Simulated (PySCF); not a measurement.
trichloro(fluoro)methane (CCl3F), SMILES ClC(F)(Cl)Cl.

Geometry optimised at B3LYP-D3(BJ)/def2-SVP.

Method: TDDFT-PBE/def2-SVPD in PySCF 2.14.0.

Vertical excitations; the highest root listed may be one member of a degenerate set. Gas-phase values at a fixed geometry. State labels are in the subgroup Cs.

```json
[
 {"state": "S1", "symmetry": "A\"", "energy (eV)": "5.40", "λ (nm)": "230", "f": "0.000", "main pairs": "HOMO→LUMO 99 %"},
 {"state": "S2", "symmetry": "A\"", "energy (eV)": "5.79", "λ (nm)": "214", "f": "0.008", "main pairs": "HOMO−1→LUMO (degenerate set)"},
 {"state": "S3", "symmetry": "A'", "energy (eV)": "5.79", "λ (nm)": "214", "f": "0.008", "main pairs": "HOMO−2→LUMO (degenerate set)"},
 {"state": "S4", "symmetry": "A'", "energy (eV)": "6.50", "λ (nm)": "191", "f": "0.000", "main pairs": "HOMO−4→LUMO, HOMO→LUMO+2 (degenerate set)"},
 {"state": "S5", "symmetry": "A\"", "energy (eV)": "6.50", "λ (nm)": "191", "f": "0.000", "main pairs": "HOMO−3→LUMO, HOMO→LUMO+1 (degenerate set)"},
 {"state": "S6", "symmetry": "A'", "energy (eV)": "6.76", "λ (nm)": "184", "f": "0.001", "main pairs": "HOMO−5→LUMO 81 %"},
 {"state": "S7", "symmetry": "A\"", "energy (eV)": "6.87", "λ (nm)": "181", "f": "0.043", "main pairs": "HOMO→LUMO+1, HOMO−3→LUMO (degenerate set)"},
 {"state": "S8", "symmetry": "A'", "energy (eV)": "6.87", "λ (nm)": "181", "f": "0.043", "main pairs": "HOMO→LUMO+2, HOMO−4→LUMO (degenerate set)"},
 {"state": "S9", "symmetry": "A\"", "energy (eV)": "6.90", "λ (nm)": "180", "f": "0.000", "main pairs": "HOMO−1→LUMO+1 50 %, HOMO−2→LUMO+2 50 %"},
 {"state": "S10", "symmetry": "A'", "energy (eV)": "7.01", "λ (nm)": "177", "f": "0.002", "main pairs": "HOMO−2→LUMO+1 48 %, HOMO−1→LUMO+2 48 %"},
 {"state": "T1", "symmetry": "A\"", "energy (eV)": "5.01", "λ (nm)": "248", "f": "0", "main pairs": "HOMO→LUMO 99 %"},
 {"state": "T2", "symmetry": "A\"", "energy (eV)": "5.36", "λ (nm)": "231", "f": "0", "main pairs": "HOMO−1→LUMO (degenerate set)"},
 {"state": "T3", "symmetry": "A'", "energy (eV)": "5.36", "λ (nm)": "231", "f": "0", "main pairs": "HOMO−2→LUMO (degenerate set)"},
 {"state": "T4", "symmetry": "A'", "energy (eV)": "6.10", "λ (nm)": "203", "f": "0", "main pairs": "HOMO−4→LUMO 74 %, HOMO→LUMO+2 23 %"}
]
```
Triplets are in the Tamm–Dancoff approximation, which puts them higher than full response would, so one can lie above its singlet here.
